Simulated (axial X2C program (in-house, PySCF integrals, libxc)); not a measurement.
## Photoelectron levels of LaAs by EOM-IP-CCSD

Calculated with an axial X2C code built on PySCF integrals: two-component X2C with atomic mean-field Coulomb and Gaunt terms, Gaussian nuclei, basis La dyall-cv3z, As dyall-cv3z with contracted cores.

R = 2.758 Å (1.045 times 2.639 Å, the PBE0 minimum at charge 0 for the lowest determinant).

Vertical ionisation energies of LaAs to the states of LaAs⁺:

```tsv
Ω of LaAs⁺	vertical IE (eV)	above lowest (cm⁻¹)	ionised spinor	one-hole weight
3/2	5.958	0	51% As pπ, 41% La dπ	0.94
1/2	6.028	569	53% As pπ, 32% La dπ	0.94
1/2	6.220	2116	60% As pσ, 16% La dσ, 14% La sσ	0.93
```

(1) Take the first Ω = 1/2 and Ω = 3/2 rows of π character: how far apart are they, and which lies lower?

This point took 18 s on 1 thread of Arm Neoverse V1, on a shared host.

Reference electrons by ω block (each with its −ω partner): 1/2: 29, 3/2: 13, 5/2: 3. 16 electrons of LaAs correlated (inner shells frozen), 88 natural virtual spinors (a truncated set); levels can be off by some tenths of an eV. Roots sought by Ω: (1/2: 4, 3/2: 3, 5/2: 1); rows need 60 % one-particle weight and stop where some Ω has no more roots. Missing are any skipped roots, higher Ω and states of a further excitation; these come out far too high here and may in truth be low or lowest. T1 of the reference 0.034 (Lee–Taylor). Number of frozen shells: La 4 s, 3 p, 2 d; As 3 s, 2 p, 1 d. Large amplitudes in the reference (orbital relaxation or multireference character) lower the reliability.

## Answers

(1) E(3/2) − E(1/2) = 0 − 569 = -569 cm⁻¹ at EOM-IP-CCSD: inverted, Ω = 3/2 lower. Splittings at this level can be off by ten to twenty per cent.
